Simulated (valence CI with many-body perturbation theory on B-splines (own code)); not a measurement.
Results of a calculation; reference values are marked as such.
# Hyperfine factors and g values of Te¹¹⁺

Method: relativistic CI+MBPT: five valence electrons over a frozen Dirac-Fock core [Kr], a basis of 7 s, 7 p, 8 d, 6 f, 4 g, 1 h functions for each j, with the one-electron correlation potential Σ1, the two-electron term Σ2, the three-electron term Σ3, Breit, model QED; selected CI, second order for the rest, scaled by the run's own slope (own B-spline code, finite nucleus).

No measured spectrum was set against this ion. As an estimate, terms of the open shell hold to 2 to 4 % of their energy, and close levels can change places. Core correlation moves these levels by up to 10000 cm⁻¹, and in measured spectra 5 to 20 % of such shifts remained as error; rates that hang on mixing are uncertain with them. Among the levels kept, up to 570 cm⁻¹ of a level comes from second order outside the variational space, and about a tenth of that is noise between levels of different J, which matters for small intervals. The list stops below the first excitations out of the core. Only levels of the ground parity were solved; by the run's estimate the other parity begins above the list, which can be wrong where configurations are misplaced.

A/g_I is the dipole constant over the nuclear g factor μ/I (μ in nuclear magnetons, uniformly magnetised nucleus), B/Q the quadrupole constant per barn. Both hold the static response of the core; the bare values leave it out. Large factors of s and p1/2 electrons are usually good to 5 to 10 %; those of open d and f shells near neutrality can be off by tens of per cent, and small factors of p3/2, d and f electrons come from cancelling terms and can be off by a factor of two or in sign, in half-filled shells by more. B is blank for J = 1/2, where it vanishes, and for nearly pure S terms. Energies count from the lowest level.

Names give the largest LS component (configuration and term), which can be under half, so a name can repeat, a term be missing and a line seem to break the LS rules; names also repeat where a configuration has a term twice. Letters in brackets count levels of one name in rising energy.

| Level | E (cm⁻¹) | g | A/g_I (MHz) | A/g_I bare | B/Q (MHz/b) | B/Q bare |
| --- | --- | --- | --- | --- | --- | --- |
| 4d5 6S_5/2 | 0.0 | 1.968 | -970 | 41.5 |  |  |
| 4d5 4G_5/2 [a] | 34320 | 0.955 | 1920 | 1820 | 2250 | 2110 |
| 4d5 4G_7/2 | 39437 | 1.045 | 1840 | 1850 | 1630 | 1530 |
| 4d5 4G_11/2 | 40579 | 1.246 | 1680 | 1920 | -49.2 | -51.1 |
| 4d5 4G_5/2 [b] | 41564 | 1.109 | 1420 | 1490 | 1180 | 1110 |
| 4d5 4G_9/2 | 41623 | 1.170 | 1650 | 1800 | 1180 | 1110 |
| 4d5 4D_3/2 | 42121 | 1.394 | 1340 | 1740 | 1970 | 1850 |
| 4d5 4P_1/2 | 46352 | 1.639 | -390 | 252 |  |  |
| 4d5 4D_7/2 | 49625 | 1.350 | 925 | 1260 | 814 | 764 |
| 4d5 4D_5/2 | 54386 | 1.336 | 1310 | 1640 | -615 | -583 |
| 4d5 4D_1/2 | 55667 | 0.990 | 3080 | 3040 |  |  |
| 4d5 2I_11/2 | 57768 | 0.969 | 2280 | 2200 | 243 | 226 |
| 4d5 4P_3/2 | 57887 | 1.411 | 1440 | 1860 | -987 | -931 |
| 4d5 2I_13/2 | 62033 | 1.076 | 2140 | 2190 | -2.22 | 1.93 |
| 4d5 2F_7/2 [a] | 63090 | 1.126 | 2090 | 2200 | -2560 | -2400 |
| 4d5 2G_9/2 [a] | 64361 | 1.179 | 1620 | 1780 | -43.5 | -48.1 |
| 4d5 4F_3/2 | 64787 | 0.644 | 3610 | 3190 | -433 | -405 |
| 4d5 2F_5/2 [a] | 65767 | 1.075 | 1740 | 1780 | 434 | 417 |
| 4d5 4F_5/2 | 71477 | 1.069 | 1910 | 1940 | -2070 | -1940 |
| 4d5 2H_9/2 | 73920 | 1.099 | 1940 | 2010 | 590 | 556 |
| 4d5 2G_7/2 [a] | 75464 | 1.034 | 2370 | 2370 | -144 | -131 |
| 4d5 2D_3/2 [a] | 77867 | 0.672 | 3630 | 3240 | -300 | -276 |
| 4d5 2F_5/2 [b] | 79582 | 0.970 | 1890 | 1810 | 931 | 867 |
| 4d5 2F_7/2 [b] | 79631 | 1.099 | 1970 | 2040 | -1750 | -1630 |
| 4d5 2H_11/2 | 84254 | 1.069 | 2100 | 2130 | -194 | -167 |
| 4d5 2F_7/2 [c] | 84395 | 1.147 | 1950 | 2080 | -121 | -121 |
| 4d5 2G_9/2 [b] | 85754 | 1.074 | 1980 | 2020 | -110 | -92.2 |
| 4d5 2S_1/2 | 87476 | 1.971 | -1220 | -206 |  |  |
| 4d5 2D_5/2 [a] | 91860 | 1.049 | 1960 | 1970 | -581 | -536 |
| 4d5 2D_3/2 [b] | 98334 | 0.812 | 2770 | 2520 | -1140 | -1070 |
| 4d5 2D_5/2 [b] | 103530 | 1.152 | 1640 | 1760 | -501 | -464 |
| 4d5 2G_9/2 [c] | 108150 | 1.110 | 1880 | 1960 | -1600 | -1500 |
| 4d5 2G_7/2 [b] | 110600 | 0.908 | 2680 | 2540 | 2130 | 2000 |
| 4d5 2P_3/2 | 125840 | 1.269 | 1600 | 1860 | -1930 | -1820 |
| 4d5 2P_1/2 | 130300 | 0.733 | 497 | 106 |  |  |
| 4d5 2D_5/2 [c] | 142730 | 1.198 | 1380 | 1550 | -1080 | -1020 |
| 4d5 2D_3/2 [c] | 145670 | 0.857 | 3610 | 3440 | 2830 | 2660 |

Question: Take the isotope of mass number 123, with I = 1/2, μ = -0.7358 μN. What is the hyperfine structure of 4d5 4D_3/2?

Answer: From the table A = -1970 MHz. Shifts from the centre of gravity in MHz: F = 1: 2460, F = 2: -1480.
